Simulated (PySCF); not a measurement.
Computed with PySCF with B3LYP-D3(BJ)/def2-TZVP // B3LYP-D3(BJ)/def2-SVP. Gas-phase values, no solvent. One relaxed conformer stands for a flexible species; it need not be the lowest. B3LYP has the VWN-RPA correlation part, as in Gaussian. Excitations are Tamm–Dancoff values on a coarser integration grid. The basis has no diffuse functions, so Rydberg states are missing or too high.

Reference species (SMILES): `Bc1coc(F)c1` (neutral, multiplicity 1).

```json
{
  "S1–T1 gap (TDA)": "1.30 eV",
  "brightest of the four lowest singlets (TDA)": "6.09 eV"
}
```

Changed species: `Bc1ccc(F)o1`.

Problem. Predict the effect on the S1–T1 gap (TDA) and brightest of the four lowest singlets (TDA).

Solution. the S1–T1 gap (TDA) goes up by 0.68 eV, to 1.98 eV; the brightest of the four lowest singlets (TDA) drops by 1.04 eV, to 5.05 eV.
